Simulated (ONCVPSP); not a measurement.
potassium: one change to an ONCV potential, before and after

```json
{
 "Element": "potassium (K)",
 "Generator": "ONCVPSP 4.0.1",
 "Type": "optimised norm-conserving Vanderbilt (ONCV)",
 "Functional": "PBE",
 "Relativity": "scalar-relativistic",
 "Frozen core": "[Ne]",
 "Valence charge": "9",
 "Reference configuration": "3s2 3p6 4p1",
 "Partial waves": "3s: rc 1.75 bohr, ncon 4, nbas 7, qcut 8.5 1/bohr, 2 projectors, debl 2.3 Ha; 3p+4p: rc 2.85 bohr, ncon 5, nbas 9, qcut 4.2 1/bohr, 2 projectors; d scattering state at 0.23 Ha: rc 2.40 bohr, ncon 4, nbas 9, qcut 4.2 1/bohr, 2 projectors, debl 3.1 Ha",
 "Local potential": "polynomial inside 1.40 bohr (lpopt 5, dvloc0 0 Ha)",
 "Core correction": "none"
}
```

All-electron outer shells of the reference configuration (PBE, scalar-relativistic, ld1.x):

```csv
shell,level (eV),outermost node (bohr),outermost maximum (bohr)
3s,-36.82,0.48,1.08
3p,-20.27,0.45,1.15
4p,-1.39,1.86,5.86
```

Change: s: qcut 5.5; p: qcut 2.7; d: qcut 2.7.

Cutoffs: the cutoffs (Ha) at which the residual kinetic energy of the hardest occupied pseudo-wave falls to 1 and 0.1 mHa per electron; they do not see the model core or the augmentation charge, which bear on the density cutoff. Errors are all-electron minus pseudo energies relative to the spin-unpolarised reference configuration.

How do hardness, ghosts and transferability respond?

The potential gets harder (20 Ha and 24 Ha → 30 Ha and 34 Ha); of the 4 tests that both files solve, the error grows in 3 and shrinks in 0 by more than 15 % and 0.3 meV (median size 0.2 → 0.9 meV); neither file shows a bound ghost.

| quantity | base | changed |
| --- | --- | --- |
| cutoff, loose | 20 Ha | 30 Ha |
| cutoff, tight | 24 Ha | 34 Ha |
| loose cutoff by channel | s 20 Ha, p 7.7 Ha | s 13 Ha, p 30 Ha |
| bound ghosts | none | none |
| GHOST(+) flags under 300 eV | none | d at 99.9 eV |
| error for 3s2 3p6 4s1 4p0, meV [ΔE -1.55 eV] | -0.4 | -1.3 |
| error for 3s2 3p6 4p0, meV [ΔE 2.76 eV] | -0.1 | -0.2 |
| error for 3s2 3p6 4s0.5 4p0, meV [ΔE 0.09 eV] | -0.1 | -0.4 |
| error for 3s1 3p6 4s1 4p0, meV [ΔE 40.44 eV] | -81 | -242 |
| s: phases at 1.78 bohr within 0.05 rad from the reference energy up to (Ha; the scan ends near 5) | to the end of the scan | to the end of the scan |
| p: phases at 2.89 bohr within 0.05 rad from the reference energy up to (Ha; the scan ends near 5) | 2.5 | 2.0 |
| d: phases at 2.44 bohr within 0.05 rad from the reference energy up to (Ha; the scan ends near 5) | 1.1 | 0.3 |

Base: The cutoffs count occupied waves only; projector 2 of the d channel, the hardest unoccupied one, needs 67 Ha at the loose tolerance.
